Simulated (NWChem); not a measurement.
Molecule: C2H4BFO2; SMILES C=COB(F)O

```xyz
10

C      0.5127     2.1557    -0.0019
C     -0.6685     1.5143     0.0011
O     -0.9070     0.1661     0.0008
B     -0.0129    -0.8720     0.0002
O     -0.5251    -2.1325    -0.0014
F      1.3239    -0.6759     0.0014
H      1.4796     1.6365    -0.0049
H      0.5049     3.2546    -0.0013
H     -1.6232     2.0661     0.0041
H      0.1802    -2.8030    -0.0015
```
Atoms are numbered in this order, from 1.

All runs: NWChem. Geometry: optimised at PBE-D3(BJ)/def2-SVP.

For level PBE/def2-SVP:

| Item | Result |
|---|---|
| highest occupied level (eV) | -5.86 |

Problem. Estimate the same quantities for level N12/def2-SVP.

Solution. 
* **highest occupied level (eV)**: -5.72
